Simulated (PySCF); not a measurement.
**Atomic charges against the basis set**

Species: CH9OPSi2.
Structure used (PBE0-D3(BJ)/def2-SVP), in Å, numbered top down from 1:
```
atom  x, y, z in Å
Si1   -2.5140    0.4947    0.2212
C2    -1.2105   -0.5101   -0.7354
O3     0.0294    0.1656   -0.7719
Si4    1.2764   -0.0646    0.3096
P5     3.0628    0.9429   -0.6154
H6    -3.8189   -0.2375    0.2138
H7    -2.0645    0.6797    1.6345
H8    -2.6893    1.8341   -0.4129
H9    -1.5558   -0.6592   -1.7733
H10   -1.1174   -1.5239   -0.2967
H11    1.0093    0.5946    1.6270
H12    1.4396   -1.5356    0.5492
H13    3.9095    0.5358    0.4640
H14    3.4042   -0.1822   -1.4269
```

PBE0 throughout (PySCF), one geometry, spherical d and f functions. Isolated species at its PBE0-D3(BJ)/def2-SVP geometry (one conformer only). Atoms taken as equivalent share a column and are averaged. The first 7 of 9 kinds of atom are listed.

Mulliken charges (e):

```csv
basis,functions,Si1,C2,O3,Si4,P5,H6/H7/H8,H9/H10
STO-3G,46,+0.523,-0.203,-0.373,+0.557,+0.145,-0.118,+0.065
6-31G,75,+0.548,-0.335,-0.729,+0.799,-0.115,-0.099,+0.189
pcSseg-0,75,+0.536,-0.569,-0.822,+0.795,-0.368,-0.047,+0.255
6-31G*,100,+0.362,-0.281,-0.585,+0.617,-0.204,-0.062,+0.183
cc-pVDZ,127,+0.220,-0.004,-0.432,+0.410,-0.123,-0.043,+0.055
def2-SVP,127,+0.350,-0.048,-0.505,+0.521,-0.125,-0.066,+0.065
aug-cc-pVDZ,208,-0.467,+0.733,-0.781,+0.117,-0.993,+0.230,-0.328
"6-311+G(2d,p)",213,+0.358,-0.384,-0.514,+0.595,-0.226,-0.059,+0.156
def2-TZVP,227,+0.144,-0.177,-0.342,+0.304,-0.229,-0.019,+0.121
cc-pVTZ,288,+0.158,-0.073,-0.329,+0.305,-0.134,-0.026,+0.078
IGLO-III,292,+0.721,-0.378,-0.446,+0.805,-0.038,-0.167,+0.132
pcSseg-2,327,+0.574,-0.046,-0.554,+0.644,-0.033,-0.132,+0.051
```

IAO charges (e):

```json
{"basis": "STO-3G", "functions": "46", "Si1": "+0.622", "C2": "-0.375", "O3": "-0.455", "Si4": "+0.676", "P5": "+0.045", "H6/H7/H8": "-0.125", "H9/H10": "+0.116"}
{"basis": "6-31G", "functions": "75", "Si1": "+0.435", "C2": "-0.319", "O3": "-0.583", "Si4": "+0.668", "P5": "-0.104", "H6/H7/H8": "-0.074", "H9/H10": "+0.149"}
{"basis": "pcSseg-0", "functions": "75", "Si1": "+0.422", "C2": "-0.323", "O3": "-0.576", "Si4": "+0.663", "P5": "-0.134", "H6/H7/H8": "-0.067", "H9/H10": "+0.147"}
{"basis": "6-31G*", "functions": "100", "Si1": "+0.563", "C2": "-0.311", "O3": "-0.622", "Si4": "+0.798", "P5": "-0.089", "H6/H7/H8": "-0.109", "H9/H10": "+0.140"}
{"basis": "cc-pVDZ", "functions": "127", "Si1": "+0.557", "C2": "-0.309", "O3": "-0.621", "Si4": "+0.790", "P5": "-0.100", "H6/H7/H8": "-0.108", "H9/H10": "+0.140"}
{"basis": "def2-SVP", "functions": "127", "Si1": "+0.577", "C2": "-0.309", "O3": "-0.619", "Si4": "+0.802", "P5": "-0.094", "H6/H7/H8": "-0.113", "H9/H10": "+0.137"}
{"basis": "aug-cc-pVDZ", "functions": "208", "Si1": "+0.558", "C2": "-0.313", "O3": "-0.634", "Si4": "+0.796", "P5": "-0.108", "H6/H7/H8": "-0.107", "H9/H10": "+0.143"}
{"basis": "6-311+G(2d,p)", "functions": "213", "Si1": "+0.591", "C2": "-0.324", "O3": "-0.643", "Si4": "+0.823", "P5": "-0.096", "H6/H7/H8": "-0.115", "H9/H10": "+0.145"}
{"basis": "def2-TZVP", "functions": "227", "Si1": "+0.599", "C2": "-0.324", "O3": "-0.645", "Si4": "+0.835", "P5": "-0.099", "H6/H7/H8": "-0.117", "H9/H10": "+0.144"}
{"basis": "cc-pVTZ", "functions": "288", "Si1": "+0.584", "C2": "-0.322", "O3": "-0.640", "Si4": "+0.823", "P5": "-0.105", "H6/H7/H8": "-0.114", "H9/H10": "+0.144"}
{"basis": "IGLO-III", "functions": "292", "Si1": "+0.599", "C2": "-0.326", "O3": "-0.646", "Si4": "+0.830", "P5": "-0.096", "H6/H7/H8": "-0.117", "H9/H10": "+0.145"}
{"basis": "pcSseg-2", "functions": "327", "Si1": "+0.597", "C2": "-0.325", "O3": "-0.644", "Si4": "+0.831", "P5": "-0.096", "H6/H7/H8": "-0.117", "H9/H10": "+0.144"}
```

Hirshfeld charges (e):

```
        basis  functions     Si1      C2      O3     Si4      P5  H6/H7/H8  H9/H10
       STO-3G         46  +0.334  -0.019  -0.249  +0.383  +0.076    -0.083  +0.003
        6-31G         75  +0.277  -0.058  -0.262  +0.330  -0.009    -0.069  +0.044
     pcSseg-0         75  +0.300  -0.064  -0.249  +0.354  -0.005    -0.072  +0.034
       6-31G*        100  +0.281  -0.060  -0.231  +0.313  -0.019    -0.072  +0.045
      cc-pVDZ        127  +0.298  -0.074  -0.212  +0.323  -0.004    -0.076  +0.040
     def2-SVP        127  +0.306  -0.074  -0.219  +0.328   0.000    -0.077  +0.040
  aug-cc-pVDZ        208  +0.305  -0.088  -0.237  +0.336  -0.005    -0.074  +0.043
6-311+G(2d,p)        213  +0.308  -0.084  -0.239  +0.334  -0.002    -0.075  +0.043
    def2-TZVP        227  +0.303  -0.084  -0.231  +0.329  -0.007    -0.074  +0.043
      cc-pVTZ        288  +0.299  -0.083  -0.224  +0.328  -0.007    -0.074  +0.043
     IGLO-III        292  +0.299  -0.086  -0.234  +0.328  +0.001    -0.072  +0.042
     pcSseg-2        327  +0.308  -0.089  -0.236  +0.337  -0.007    -0.075  +0.044
```

Some averages cover members that differ in this geometry, most widely: H9/H10, Mulliken in 6-31G +0.170 to +0.208; H9/H10, IAO in 6-31G +0.132 to +0.167; H9/H10, IAO in pcSseg-0 +0.131 to +0.164; H9/H10, Mulliken in IGLO-III +0.116 to +0.148 e.

**Question.** Which scheme is steadiest as the basis changes?

**Answer.** Largest range over the bases for any column: Hirshfeld 0.10 e, IAO 0.20 e, Mulliken 1.30 e. Hirshfeld charges move least and Mulliken charges most, counted in e. Without the minimal STO-3G basis the ranges are Hirshfeld 0.05, IAO 0.18, Mulliken 1.30 e.

**Question.** How much do the charges still move between the two largest bases, IGLO-III and pcSseg-2?

**Answer.** At most, over all atoms: Mulliken 0.332 e, IAO 0.002 e, Hirshfeld 0.009 e.

**Question.** What do the same runs give for the total energy, the frontier levels and the dipole moment?

**Answer.** 
```csv
basis,energy (Eh),HOMO (eV),LUMO (eV),μ (D)
STO-3G,-1026.5121,-3.44,5.79,1.38
6-31G,-1038.3712,-7.30,0.17,2.62
pcSseg-0,-1037.1822,-7.48,0.04,2.74
6-31G*,-1038.5163,-7.38,0.25,1.90
cc-pVDZ,-1038.5775,-7.41,0.29,1.57
def2-SVP,-1038.2042,-7.48,0.28,1.71
aug-cc-pVDZ,-1038.5923,-7.53,-0.31,1.47
"6-311+G(2d,p)",-1038.6496,-7.56,-0.28,1.52
def2-TZVP,-1038.6646,-7.53,-0.07,1.45
cc-pVTZ,-1038.6665,-7.52,0.01,1.44
IGLO-III,-1038.6659,-7.52,-0.03,1.38
pcSseg-2,-1038.6836,-7.56,-0.18,1.58
```

The dipole is fixed by the density alone, so its range of 1.36 D shows that the density itself changes with the basis, not only its division among atoms.
